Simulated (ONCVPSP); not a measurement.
**chromium (Cr): ONCV pseudisation with PBE, scalar-relativistic reference atom.**

Input for ONCVPSP 4.0.1:

```
# ATOM AND REFERENCE CONFIGURATION
# atsym  z   nc   nv     iexc    psfile
  Cr 24.00    3    4        4      upf
#
#   n    l    f
    1    0    2.00
    2    0    2.00
    2    1    6.00
    3    0    2.00
    3    1    6.00
    3    2    5.00
    4    0    0.50
#
# PSEUDOPOTENTIAL AND OPTIMIZATION
# lmax
    3
#
#   l,   rc,      ep,       ncon, nbas, qcut
    0    1.80    0.00    4    7    6.00
    1    1.30    0.00    4    9   13.10
    2    1.90    0.00    3    7    8.70
    3    1.90    0.14    3    6    5.50
#
# LOCAL POTENTIAL
# lloc, lpopt,  rc(5),   dvloc0
    4    3    1.15    6.00
#
# VANDERBILT-KLEINMAN-BYLANDER PROJECTORs
# l, nproj, debl
    0    2    3.00
    1    2    2.70
    2    2    3.60
    3    2    2.30
#
# MODEL CORE CHARGE
# icmod, fcfact, rcfact
    3    5.25    1.35
#
# LOG DERIVATIVE ANALYSIS
# epsh1, epsh2, depsh
   -4.00    5.00    0.02
#
# OUTPUT GRID
# rlmax, drl
    6.00    0.01
#
# TEST CONFIGURATIONS
# ncnf
    4
# nvcnf
#   n    l    f
    4
    3    0    2.00
    3    1    6.00
    3    2    5.00
    4    0    1.00
#
    4
    3    0    2.00
    3    1    6.00
    3    2    5.00
    4    0    0.00
#
    4
    3    0    2.00
    3    1    6.00
    3    2    4.00
    4    0    0.00
#
    5
    3    0    2.00
    3    1    6.00
    3    2    4.00
    4    0    1.00
    4    1    1.00
#
```

Command:

```bash
oncvpsp.x < Cr.dat > Cr.out
```

Output (shortened: citation, most of the input echo, consistency checks and plot data are left out):

```
ONCVPSP  (Optimized Norm-Conservinng Vanderbilt PSeudopotential)
scalar-relativistic version 4.0.1

#   n    l    f        energy (Ha)
    1    0    2.00    -2.1624306E+02
    2    0    2.00    -2.4634233E+01
    2    1    6.00    -2.0722752E+01
    3    0    2.00    -2.8399685E+00
    3    1    6.00    -1.7916043E+00
    3    2    5.00    -2.2805146E-01
    4    0    0.50    -2.5222735E-01

Reference configufation results
  iterations    29
  all-electron total energy (Ha)   -1.05042845D+03

Begin loop to  construct optimized pseudo wave functions
and semi-local pseudopoentials for all angular momenta

Calculating optimized projector #   1

 for l=   0

    Fraction of norm inside rc  0.983687
    Optimizing pswf for qcut=   6.00 a_B^-1,  ecut=  17.98 Ha
    Residual kinetic energy error=  5.65D-07 Ha

    Energy error per electron        Cutoff
         Ha          eV             Ha
         0.01000     0.27211        7.81
         0.00100     0.02721       10.40
         0.00010     0.00272       12.59
         0.00001     0.00027       14.22

Calculating optimized projector #   2

 for l=   0

    Fraction of norm inside rc  0.086688
    Optimizing pswf for qcut=   6.00 a_B^-1,  ecut=  17.98 Ha
    Residual kinetic energy error=  1.56D-05 Ha

    Energy error per electron        Cutoff
         Ha          eV             Ha
         0.01000     0.27211        5.31
         0.00100     0.02721        7.73
         0.00010     0.00272        9.97
         0.00001     0.00027       20.84

   Wellstate for l =  1  n =  5
     eigenvalue =   0.9084
     asymptotic potential =   1.4084
     half-point radius =  4.3104

Calculating optimized projector #   1

 for l=   1

    Fraction of norm inside rc  0.820111
    Optimizing pswf for qcut=  13.09 a_B^-1,  ecut=  85.72 Ha
    Residual kinetic energy error=  2.66D-09 Ha

    Energy error per electron        Cutoff
         Ha          eV             Ha
         0.01000     0.27211       19.73
         0.00100     0.02721       25.16
         0.00010     0.00272       39.80
         0.00001     0.00027       55.15

Calculating optimized projector #   2

 for l=   1

    Fraction of norm inside rc  0.040461
    Optimizing pswf for qcut=  13.09 a_B^-1,  ecut=  85.72 Ha
    Residual kinetic energy error=  7.99D-10 Ha

    Energy error per electron        Cutoff
         Ha          eV             Ha
         0.01000     0.27211       15.54
         0.00100     0.02721       21.75
         0.00010     0.00272       27.56
         0.00001     0.00027       51.66

   Wellstate for l =  2  n =  6
     eigenvalue =   3.3719
     asymptotic potential =   3.8719
     half-point radius =  3.7272

Calculating optimized projector #   1

 for l=   2

    Fraction of norm inside rc  0.764883
    Optimizing pswf for qcut=   8.71 a_B^-1,  ecut=  37.92 Ha
    Residual kinetic energy error=  5.89D-07 Ha

    Energy error per electron        Cutoff
         Ha          eV             Ha
         0.01000     0.27211       22.59
         0.00100     0.02721       27.33
         0.00010     0.00272       31.05
         0.00001     0.00027       33.92

Calculating optimized projector #   2

 for l=   2

    Fraction of norm inside rc  0.157150
    Optimizing pswf for qcut=   8.71 a_B^-1,  ecut=  37.92 Ha
    Residual kinetic energy error=  9.49D-06 Ha

    Energy error per electron        Cutoff
         Ha          eV             Ha
         0.01000     0.27211       25.93
         0.00100     0.02721       30.79
         0.00010     0.00272       34.31
         0.00001     0.00027       39.41

   Wellstate for l =  3  n =  4
     eigenvalue =   0.1400
     asymptotic potential =   0.6400
     half-point radius = 12.4647

   Wellstate for l =  3  n =  5
     eigenvalue =   2.4400
     asymptotic potential =   2.9400
     half-point radius =  3.3941

Calculating optimized projector #   1

 for l=   3

    Fraction of norm inside rc  0.000691
    Optimizing pswf for qcut=   5.51 a_B^-1,  ecut=  15.16 Ha
    Residual kinetic energy error=  2.15D-07 Ha

    Energy error per electron        Cutoff
         Ha          eV             Ha
         0.01000     0.27211        0.60
         0.00100     0.02721        1.33
         0.00010     0.00272        3.68
         0.00001     0.00027        8.34

Calculating optimized projector #   2

 for l=   3

    Fraction of norm inside rc  0.277734
    Optimizing pswf for qcut=   5.51 a_B^-1,  ecut=  15.16 Ha
    Residual kinetic energy error=  3.20D-03 Ha

    Energy error per electron        Cutoff
         Ha          eV             Ha
         0.01000     0.27211       12.86
         0.00100     0.02721       17.43
         0.00010     0.00272       45.20
         0.00001     0.00027       56.17

Construct Vanderbilt / Kleinmman-Bylander projectors

B matrix Hermiticity error, ll=   0
   1   2    1.9374E-04

  Orthonormal projector coefficients -1.9380E+00  1.0773E+00

B matrix Hermiticity error, ll=   1
   1   2   -2.2201E-04

  Orthonormal projector coefficients -5.0380E+00 -1.1168E+00

B matrix Hermiticity error, ll=   2
   1   2    1.3738E-04

  Orthonormal projector coefficients -7.7212E+00 -1.6356E+00

B matrix Hermiticity error, ll=   3
   1   2    3.7593E-06

  Orthonormal projector coefficients -2.5758E+00 -7.0454E-01

Model core correction analysis
  based on d2Exc/dn_idn_j

d2excae - all-electron derivatives

   -4.166885D-02   -3.812114D-02   -2.408321D-02   -2.156160D-03
   -3.812146D-02   -3.608486D-02   -2.401225D-02   -2.718570D-03
   -2.408371D-02   -2.401252D-02   -2.217758D-02   -1.168780D-02
   -2.155458D-03   -2.716988D-03   -1.168474D-02   -3.982365D-02

d2excps - pseudofunction derivatives with no core correction

   -5.392619D-02   -4.000649D-02   -2.218450D-02   -3.226048D-03
   -4.000740D-02   -3.802317D-02   -2.465551D-02   -2.857888D-03
   -2.218438D-02   -2.465566D-02   -2.380788D-02   -1.137683D-02
   -3.226728D-03   -2.856337D-03   -1.137377D-02   -3.985888D-02

rms 2nd derivative error    3.300893E-03

rmatch, rhocmatch    0.4738   24.9057

Teter function model core charge with specified parameters

d2excps - pseudofunction derivatives with core correction

   -3.921775D-02   -3.564756D-02   -2.155638D-02   -2.190695D-03
   -3.564752D-02   -3.601255D-02   -2.450941D-02   -2.553368D-03
   -2.155644D-02   -2.450956D-02   -2.401959D-02   -1.131855D-02
   -2.189986D-03   -2.551791D-03   -1.131550D-02   -3.978666D-02

rms 2nd derivative error    1.484131E-03

Pseudoatom total energy  -85.663072

Diagnostic tests using Vanderbilt-Kleinman-Bylander pseudopotentials
  1 or more projectors used as specified by nproj input data

   l    rcore       rmatch      e in        delta e   norm test  slope test

   0   1.8093397   1.8642752  -2.8399685   0.0000023   1.0001723   1.0001521
   0   1.8093397   1.8642752  -0.2522273   0.0000012   1.0000154   1.0000114

   1   1.3020605   1.3415939  -1.7916043  -0.0000152   1.0001323   1.0001466
   1   1.3020605   1.3415939   0.9083957   0.0000124   1.0002816   1.0002816

   2   1.9094221   1.9673963  -0.2280515  -0.0000047   1.0000268   1.0000172
   2   1.9094221   1.9673963   3.3719485  -0.0000513   1.0000572   1.0000572

   3   1.9094221   1.9673963   0.1400000  -0.0000564   1.0000180   1.0000180
   3   1.9094221   1.9673963   2.4400000   0.0000331   1.0001185   1.0001185

 Testing for bound ghosts
   n   l    E NL Schr. Eq   E Basis Diag.   E Cutoff

   1   0       -2.839966       -2.839905     58.36
   2   0       -0.252226       -0.214077     58.36

   2   1       -1.791620       -1.791452    233.35

   3   2       -0.228056       -0.225906     70.81

 Testing for highly-localized positive-energy ghosts
       l    <radius>/rc     E Basis Diag.   E Cutoff

Test configuration 0

   n   l     f        eae           eps        diff
   1   0  2.0000 -216.24305911
   2   0  2.0000  -24.63423294
   2   1  6.0000  -20.72275161
   3   0  2.0000   -2.83996851   -2.83996624    2.27D-06
   3   1  6.0000   -1.79160434   -1.79161951   -1.52D-05
   3   2  5.0000   -0.22805146   -0.22805613   -4.67D-06
   4   0  0.5000   -0.25222735   -0.25222619    1.16D-06

    Total energies and differences
      AE_ref= -1.05042845D+03  AE_tst= -1.05042845D+03  dif=  0.00D+00
      PS_ref= -8.56630724D+01  PS_tst= -8.56630724D+01  dif=  1.28D-12
      PSP excitation error= -1.28D-12

Test configuration 1

   n   l     f        eae           eps        diff
   1   0  2.0000 -216.12151506
   2   0  2.0000  -24.51717551
   2   1  6.0000  -20.60530078
   3   0  2.0000   -2.71913842   -2.71876166    3.77D-04
   3   1  6.0000   -1.67000899   -1.67001326   -4.28D-06
   3   2  5.0000   -0.10706025   -0.10690681    1.53D-04
   4   0  1.0000   -0.14726729   -0.14743524   -1.68D-04

    Total energies and differences
      AE_ref= -1.05042845D+03  AE_tst= -1.05052795D+03  dif= -9.95D-02
      PS_ref= -8.56630724D+01  PS_tst= -8.57626070D+01  dif= -9.95D-02
      PSP excitation error=  3.74D-05

Test configuration 2

   n   l     f        eae           eps        diff
   1   0  2.0000 -216.38041077
   2   0  2.0000  -24.76630002
   2   1  6.0000  -20.85527375
   3   0  2.0000   -2.97610283   -2.97671215   -6.09D-04
   3   1  6.0000   -1.92842173   -1.92857938   -1.58D-04
   3   2  5.0000   -0.36288425   -0.36315288   -2.69D-04

    Total energies and differences
      AE_ref= -1.05042845D+03  AE_tst= -1.05027432D+03  dif=  1.54D-01
      PS_ref= -8.56630724D+01  PS_tst= -8.55089734D+01  dif=  1.54D-01
      PSP excitation error=  3.52D-05

Test configuration 3

   n   l     f        eae           eps        diff
   1   0  2.0000 -216.90515256
   2   0  2.0000  -25.30647823
   2   1  6.0000  -21.39391800
   3   0  2.0000   -3.49658088   -3.49545462    1.13D-03
   3   1  6.0000   -2.44236908   -2.44136370    1.01D-03
   3   2  4.0000   -0.83993251   -0.83745948    2.47D-03

    Total energies and differences
      AE_ref= -1.05042845D+03  AE_tst= -1.04968441D+03  dif=  7.44D-01
      PS_ref= -8.56630724D+01  PS_tst= -8.49195604D+01  dif=  7.44D-01
      PSP excitation error=  5.37D-04

Test configuration 4

   n   l     f        eae           eps        diff
   1   0  2.0000 -216.32032874
   2   0  2.0000  -24.73455686
   2   1  6.0000  -20.82082465
   3   0  2.0000   -2.92097308   -2.91731670    3.66D-03
   3   1  6.0000   -1.86654848   -1.86435782    2.19D-03
   3   2  4.0000   -0.27345997   -0.27009797    3.36D-03
   4   0  1.0000   -0.21385940   -0.21429808   -4.39D-04
   4   1  1.0000   -0.07760445   -0.07775041   -1.46D-04

    Total energies and differences
      AE_ref= -1.05042845D+03  AE_tst= -1.05039909D+03  dif=  2.94D-02
      PS_ref= -8.56630724D+01  PS_tst= -8.56351720D+01  dif=  2.79D-02
      PSP excitation error=  1.47D-03
```

The run took about 4.8 s on one core of a shared server CPU.
